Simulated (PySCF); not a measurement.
# The first ionisation energy along the 4d series

Calculated with PySCF 2.14 from differences of total energies of unrestricted determinants, without spin-orbit coupling. Values in eV. The last column holds reference values (NIST; (s) semi-empirical, (t) theoretical, else measured). Unmarked ones compare directly (S terms, centres of terms, or small fine structure); those marked * lie between the lowest fine-structure levels and include a spin-orbit shift.

```
                                                          element                 configurations  CCSD(T) (valence)    PBE   PBE0  r2SCAN  SCS-MP2 (valence and next inner shell)  CCSD(T) (valence and next inner shell)  reference
Zr (def2-TZVPPD with the def2 core potential (28 electrons), ECP)    [Kr] 4d2 5s2 → [Kr] 4d2 5s1              6.413  6.452  6.310   6.155                                   6.475                                   6.572      6.639
Nb (def2-TZVPPD with the def2 core potential (28 electrons), ECP)        [Kr] 4d4 5s1 → [Kr] 4d4              6.529  7.184    n/a     n/a                                   6.450                                   6.765      6.776
Mo (def2-TZVPPD with the def2 core potential (28 electrons), ECP)        [Kr] 4d5 5s1 → [Kr] 4d5              6.852  7.513  7.250   7.574                                   6.737                                   7.065      7.092
Tc (def2-TZVPPD with the def2 core potential (28 electrons), ECP)    [Kr] 4d5 5s2 → [Kr] 4d5 5s1              6.881  6.908  6.739   6.588                                   6.959                                   6.965      7.119
Ru (def2-TZVPPD with the def2 core potential (28 electrons), ECP)        [Kr] 4d7 5s1 → [Kr] 4d7              7.081  7.792  7.503   7.735                                   7.037                                   7.242      7.365
Pd (def2-TZVPPD with the def2 core potential (28 electrons), ECP)           [Kr] 4d10 → [Kr] 4d9              8.054  8.690  8.327   8.360                                   8.237                                   8.043      8.512
Ag (def2-TZVPPD with the def2 core potential (28 electrons), ECP)      [Kr] 4d10 5s1 → [Kr] 4d10              7.254  7.995  7.674   7.871                                   7.254                                   7.351      7.576
Cd (def2-TZVPPD with the def2 core potential (28 electrons), ECP)  [Kr] 4d10 5s2 → [Kr] 4d10 5s1              8.720  9.109  8.817   8.927                                   8.756                                   8.786      8.994
```

Question: Fill in the row of Rh (def2-TZVPPD with the def2 core potential (28 electrons), ECP) ([Kr] 4d8 5s1 → [Kr] 4d8).

Answer: CCSD(T) (valence) 7.148; PBE 7.882; PBE0 7.573; r2SCAN 7.795; SCS-MP2 (valence and next inner shell) 7.118; CCSD(T) (valence and next inner shell) 7.288; reference 7.479 (eV).

"Valence" correlates the outer s and p shells and, in groups 3 to 12 and the f block, the outer d or f shell, open or full, or the next shell where the ion has no valence electron left; the wider scheme adds the next inner shell.
